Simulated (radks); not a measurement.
Results of a calculation; reference values are marked as such.
Isoelectronic series with 8 electrons, all held in the configuration [He] 2s2 2p4, which need not be the ground one along the series. Code: a radial shooting solver on a logarithmic mesh with Libxc functionals. Model: scalar-relativistic Kohn-Sham, r2SCAN, spin-polarised, spherical densities, finite nucleus; open shells are filled with parallel spins first; meta-GGA in the generalised Kohn-Sham scheme; Fermi nuclear charge, rms radius of each element as measured or else 0.836 A^(1/3) + 0.57 fm. Total energies (hartree) and mean radii <r> (bohr) (* marks an orbital that is empty in some or all of the ions):

\begin{tabular}{lrrrrrrrr}
ion & E (hartree) & 3p up* & 3s down* & 3s up* & 2p down & 2p up & 2s down & 2s up \\ \hline
K11+ & -534.42551 & 0.9320 & 0.9560 & 0.9416 & 0.3271 & 0.3231 & 0.3684 & 0.3654 \\
Ca12+ & -597.54607 & 0.8654 & 0.8907 & 0.8785 & 0.3067 & 0.3032 & 0.3467 & 0.3440 \\
Sc13+ & -664.26181 & 0.8078 & 0.8339 & 0.8233 & 0.2887 & 0.2856 & 0.3274 & 0.3250 \\
Ti14+ & -734.58310 & 0.7575 & 0.7839 & 0.7746 & 0.2727 & 0.2699 & 0.3101 & 0.3079 \\
V15+ & -808.52089 & 0.7131 & 0.7396 & 0.7314 & 0.2583 & 0.2559 & 0.2945 & 0.2925 \\
Cr16+ & -886.08667 & 0.6737 & 0.7000 & 0.6927 & 0.2454 & 0.2432 & 0.2803 & 0.2786 \\
Mn17+ & -967.29260 & 0.6384 & 0.6644 & 0.6579 & 0.2337 & 0.2317 & 0.2674 & 0.2659 \\
Fe18+ & -1052.15156 & 0.6067 & 0.6322 & 0.6264 & 0.2231 & 0.2213 & 0.2557 & 0.2542 \\
Co19+ & -1140.67689 & 0.5779 & 0.6030 & 0.5977 & 0.2133 & 0.2117 & 0.2449 & 0.2435 \\
Ni20+ & -1232.88289 & 0.5518 & 0.5763 & 0.5716 & 0.2044 & 0.2029 & 0.2349 & 0.2337 \\
Cu21+ & -1328.78371 & 0.5279 & 0.5518 & 0.5475 & 0.1962 & 0.1948 & 0.2257 & 0.2246 \\
Zn22+ & -1428.39530 & 0.5060 & 0.5293 & 0.5254 & 0.1886 & 0.1874 & 0.2172 & 0.2161 \\
\end{tabular}
